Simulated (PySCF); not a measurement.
A ladder of Hamiltonians for Mo²⁸⁺ (molybdenum, charge +28)

Occupied: 1s1/2, 2s1/2, 2p1/2, 2p3/2, 3s1/2, 3p1/2. Hartree-Fock calculated with PySCF 2.14 in an even-tempered Gaussian basis (21 s from 1.9 bohr⁻², ratio 2.3; 15 p from 2.2 bohr⁻², ratio 2.3), Gaussian nucleus throughout. NR is non-relativistic, sf-X2C the spin-free one-electron X2C Hamiltonian, X2C adds the bare one-electron spin-orbit term, X2C-SNSO screens it by Boettger's factors, DC is four-component Dirac-Coulomb, and the Gaunt and Breit terms are added at first order (total energies over the DC spinors, levels after relaxing the spinors in that mean field). QED terms are absent. Levels marked empty are virtual spinors of this ion; the basis has s and p functions only, so 3d, which can lie below the n = 4 levels, is absent.

| Hamiltonian | E (hartree) | E − E(DC) (hartree) | CPU seconds |
| --- | --- | --- | --- |
| X2C | -3485.2666 | 0.6882 | 0.48 |
| X2C-SNSO | -3485.1567 | 0.7981 | 0.48 |
| DC | -3485.9548 | 0.0000 | 17 |
| DC+Gaunt | -3483.5155 | 2.4393 | 29 |
| DC+Breit | -3483.7348 | 2.2200 | 85 |

| level (eV) | X2C | X2C-SNSO | DC | DC+Gaunt | DC+Breit |
| --- | --- | --- | --- | --- | --- |
| 1s1/2 | -21516.7 | -21516.9 | -21530.8 | -21492.1 | -21494.6 |
| 2s1/2 | -4261.6 | -4261.7 | -4263.2 | -4259.7 | -4259.9 |
| 2p1/2 | -4039.3 | -4035.4 | -4035.9 | -4029.7 | -4030.4 |
| 2p3/2 | -3915.6 | -3917.4 | -3918.5 | -3914.2 | -3914.8 |
| 3s1/2 | -1606.7 | -1606.8 | -1607.1 | -1606.3 | -1606.4 |
| 3p1/2 | -1534.6 | -1533.7 | -1533.8 | -1532.4 | -1532.6 |
| 3p3/2 (empty) | -1447.3 | -1447.7 | -1447.9 | -1447.0 | -1447.2 |
| 4s1/2 (empty) | -802.06 | -802.07 | -802.19 | -801.89 | -801.93 |

```json
{"interval (eV)": "2p3/2 − 2p1/2", "X2C": "123.8", "X2C-SNSO": "118.1", "DC": "117.4", "DC+Gaunt": "115.5", "DC+Breit": "115.6"}
```

Weight of the small component: 1s1/2 0.0235, 2s1/2 0.00499, 2p1/2 0.00494, 2p3/2 0.00477, 3s1/2 0.00175, 3p1/2 0.00171, 3p3/2 0.00165, 4s1/2 0.000828.

Koopmans' value for the highest occupied level at DC+Breit: 1532.6 eV, against an ionisation energy of 1537 ± 3 eV (semi-empirical (NIST evaluation); NIST Atomic Spectra Database, ionization energies); the former lacks relaxation, correlation, QED and recoil.

The whole ladder took 130 s of wall time on 1 thread of Neoverse-V1 (shared host), launched as `OMP_NUM_THREADS=1 python relrun2.py TASK.json OUT` (a driver that calls PySCF for each Hamiltonian).
